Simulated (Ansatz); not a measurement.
Gas-phase electronic energies from Ansatz, PBE0-D4/def2-TZVP geometries. CCSD(T)/CBS is the MP2 limit (def2-TZVPP, def2-QZVPP) plus CCSD(T) − MP2 in def2-TZVPP, frozen cores. Functionals use def2-TZVPP. HSE06 is defined as in plane-wave codes. Elements past krypton have def2 core potentials. For Sn outer-core shells are correlated without core-valence functions, which leaves a few kJ/mol of doubt a bond. One conformer a species, not always the lowest.

`O[Si]1([SnH3])CO1` + `C=CF` → `C=[CH][SnH3]` + `O[Si]1(F)CO1`  (formal exchange of groups at the Sn–Si bond)

Question: Is it downhill or uphill in electronic energy at CCSD(T)/CBS, and by how much? (Estimate.)

Answer: Ansatz gave: Downhill: ΔE = -179.7 kJ/mol.

Question: What do these levels give: BHLYP-D4, PBE-QIDH, r2SCAN0, HSE06, BHLYP, LC-ωPBE, RPA@PBE/def2-TZVPP, HF/def2-SVP, HF/def2-TZVPP, HF/def2-QZVPP, MP2/def2-QZVPP, MP2/CBS(def2)? (Estimate.)

Answer: Ansatz gave: BHLYP-D4 -173.8, PBE-QIDH -172.1, r2SCAN0 -167.7, HSE06 -151.4, BHLYP -175.9, LC-ωPBE -161.7, RPA@PBE/def2-TZVPP -177.1, HF/def2-SVP -161.2, HF/def2-TZVPP -190.8, HF/def2-QZVPP -192.6, MP2/def2-QZVPP -190.4, MP2/CBS(def2) -189.4 kJ/mol.

Largest T1 diagnostic among the species: 0.014.

At CCSD(T), def2-SVP lies +26.3 kJ/mol from the extrapolated value and def2-TZVPP −0.9 kJ/mol. From BLYP to BHLYP (50 % exact exchange), in def2-TZVPP and without D4, ΔE moves by −24.1 kJ/mol.
